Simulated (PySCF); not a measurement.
NbSFCl2, SMILES [F][Nb]([Cl])([Cl])=[S], multiplicity 1.

Coordinates come from a PBE-D3(BJ)/def2-SVP optimisation. The spin state was assumed, not searched. The structure was generated by enumeration; whether it is a known compound was not checked. The def2 effective core potentials stand for the cores of Nb; spin–orbit coupling is left out.

Two levels are set side by side: PBE/def2-TZVP (PySCF) and ωB97X/def2-TZVP (PySCF). Same geometry, gas phase. Differences are taken from unrounded values.

```
quantity                       PBE
---------------------------  -----
orbital gap (eV)              3.23
highest occupied level (eV)  -7.31
lowest empty level (eV)      -4.08
dipole moment (D)             0.78
mean polarisability (bohr³)   86.5
```

Question: These are the PBE values. What does ωB97X give? (An estimate is asked for; the answer gives what the named calculation found.)

Answer: 
| quantity | ωB97X | PBE minus ωB97X |
|---|---|---|
| orbital gap (eV) | 9.32 | -6.09 |
| highest occupied level (eV) | -10.74 | 3.43 |
| lowest empty level (eV) | -1.42 | -2.66 |
| dipole moment (D) | 0.73 | 0.05 |
| mean polarisability (bohr³) | 82.6 | 3.9 |

Without exact exchange PBE keeps part of each electron's self-repulsion, which lifts occupied levels and narrows the gap. Loosely held outer electrons make PBE densities more polarisable. Differences between two approximate levels are no errors against the true value.

Rough cost on one machine, each run with all the roots and properties that it gave: ωB97X against PBE within a factor of 2.
